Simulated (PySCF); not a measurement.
Species: C4H4FO3Si (doublet state).
Structure used (GFN2-xTB), in Å, numbered top down from 1:
```
atom  x, y, z in Å
O1     0.4104    1.9223   -0.8697
C2    -0.2005    0.9659   -0.4860
O3    -1.5580    0.9099   -0.6129
C4    -2.2533   -0.1236    0.0057
O5    -1.6208   -1.3878   -0.1608
C6    -0.3294   -1.3184    0.0270
C7     0.4394   -0.2416    0.0713
Si8    2.2938   -0.1442    0.3762
F9     3.0432   -0.4278   -1.0159
H10   -2.3536    0.0773    1.0873
H11   -3.2365   -0.1836   -0.4684
H12    2.6849   -1.2410    1.2468
H13    2.6761    1.1930    0.7817
```

The hyperfine couplings belong to this conformer and change with its torsions.

As a line formula: `O=C1OCO[C]=C1[SiH2]F` [radical].

Computed with UKS B3LYP, pcH-1 on C F H O Si, non-relativistic, mean-field spin-orbit, GIAO in PySCF 2.14.0. Geometry: GFN2-xTB, one conformer, isolated molecule. The geometry wasn't refined by DFT: couplings that depend on bond lengths, twists or pyramidal angles can differ widely from those at the functional's own minimum. The SCF solution wasn't tested for stability.

(1) The isotropic 17O couplings are -130.6, -3.4, +0.7 MHz. Assign them to O1; O3; O5.

(2) The isotropic 13C couplings are +510.0, +61.0, +58.8, +31.9 MHz. Assign them to C2; C4; C6; C7.

(3) The isotropic 1H couplings, averaged over equivalent nuclei, are +4.5, +1.4 MHz. Assign them to H10/H11; H12/H13.

## Answers

(1) 
```
site  a_iso (MHz)  ρ(0) (bohr⁻³)         position  distance from C6 (Å)  spin population  largest |T| (MHz)
  O1         -3.4        +0.0056  3 bonds from C6                  3.44            +0.03               17.7
  O3         +0.7        -0.0011  3 bonds from C6                  2.62            +0.01                6.6
  O5       -130.6        +0.2155   1 bond from C6                  1.31            +0.02               19.7
```

(2) 
| site | a_iso (MHz) | ρ(0) (bohr⁻³) | position | distance from C6 (Å) | spin population | largest \|T\| (MHz) |
| --- | --- | --- | --- | --- | --- | --- |
| C2 | +58.8 | +0.0523 | 2 bonds from C6 | 2.34 | +0.05 | 12.2 |
| C4 | +31.9 | +0.0284 | 2 bonds from C6 | 2.26 | +0.05 | 12.7 |
| C6 | +510.0 | +0.4537 | largest spin population | 0.00 | +0.89 | 128.9 |
| C7 | +61.0 | +0.0543 | 1 bond from C6 | 1.32 | -0.07 | 22.3 |

(3) 
```tsv
site	a_iso (MHz)	ρ(0) (bohr⁻³)	position	distance from C6 (Å)	bound to	spin population there	largest |T| (MHz)
H10/H11	+4.5	+0.0010	3 bonds from C6	2.92	C4	+0.05	5.7
H12/H13	+1.4	+0.0003	3 bonds from C6	3.62	Si8	+0.02	3.3
```

ρ(0) is the spin density at the nucleus and T the dipolar tensor; a_iso includes a spin–orbit part; entries for several nuclei are means. Largest spin populations (Mulliken): C6 (+0.89) and C7 (-0.07). No atom but C6 exceeds +0.15.

Class means assume fast exchange of nuclei equivalent by connectivity; if that motion is slow, each nucleus keeps its own coupling. The 1H value of +4.5 MHz is a mean of couplings from -3.8 to 12.8 MHz in this one geometry, not an average over conformers.
